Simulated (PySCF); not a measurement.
Constitutional and geometric isomers with formula CH6Si2. Isolated molecules, 0 K electronic values unless said otherwise. Strings in code marks are SMILES.

The HOMO from two functionals at the same geometries (PBE0-D3(BJ)/def2-TZVP), both in PySCF: PBE-D3(BJ)/def2-TZVP and PBE0-D3(BJ)/def2-TZVP. 

```tsv
species	PBE-D3(BJ)/def2-TZVP (eV)	PBE0-D3(BJ)/def2-TZVP (eV)
`[SiH](=[SiH2])C`	-4.93	-5.73
`C=[SiH][SiH3]`	-5.68	-6.61
`C1[SiH2][SiH2]1`	-5.72	-6.72
`[SiH2]=C[SiH3]`	-5.93	-6.88
```

Over these rows, drawn at random from the members with no instability flagged (it was tested for open shells, ions and some series alone), PBE minus PBE0-D3(BJ): mean +0.92 eV, from +0.80 eV to +1.00 eV.
